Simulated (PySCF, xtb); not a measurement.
FeF3, SMILES [Fe]([F])([F])[F] (connectivity only; charge and spin as stated), neutral, multiplicity 6.

Harmonic wavenumbers (cm⁻¹) from xtb with GFN2-xTB at its own minimum, in rising order: 175, 195, 195, 472, 475, 475.

Problem. What does PBE0-D3(BJ)/def2-SVP (PySCF) give at its own minimum? (An estimate is asked for; the answer gives what the named calculation found.)

Solution. 127, 162, 162, 650, 741, 741. Paired by order, the mean absolute difference is 137 cm⁻¹ and the zero-point energies are 2.8 and 3.7 kcal/mol.
